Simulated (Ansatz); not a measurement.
`C[Si](F)(P)Cl` + H₂ → `C[SiH](F)P` + HCl  (hydrogenolysis of the Si–Cl bond)

Gas-phase electronic energies from Ansatz, PBE0-D4/def2-TZVP geometries. CCSD(T)/CBS is the MP2 limit (def2-TZVPP, def2-QZVPP) plus CCSD(T) − MP2 in def2-TZVPP, frozen cores. This one scheme is used for every species. Functionals use def2-TZVPP. HSE06 is defined as in plane-wave codes. Each species was taken in one conformer, which may not be the lowest.

```tsv
level	ΔE (kJ/mol)
B2PLYP	88.3
BLYP	81.9
r2SCAN0	94.7
HSE06	87.3
```

(1) What does CCSD(T)/CBS give? (Best estimate.)

Largest T1 diagnostic among the species: 0.012.

Results:

(1) The calculation gave: +92.5 kJ/mol. The listed levels differ from it by -4.2, -10.6, 2.2, -5.2 kJ/mol.

In def2-TZVPP, CCSD(T) changes the Hartree–Fock value by +12.2 kJ/mol (the triples alone add +4.4 kJ/mol) and MP2 by +23.0 kJ/mol. At CCSD(T), def2-SVP lies −15.7 kJ/mol from the extrapolated value and def2-TZVPP −5.4 kJ/mol. The D4 term adds +10.8 kJ/mol with B3LYP and +5.7 kJ/mol with PBE0; it sums over pairs of atoms, weighted by their polarisabilities, and B3LYP, whose exchange is more repulsive, gets the larger term.

CCSD(T)/CBS has its own doubt, a few kJ/mol and more with outer-core shells, so smaller differences from it don't rank the levels.

B3LYP here is the variant with VWN-RPA as its local correlation; programs differ in this.
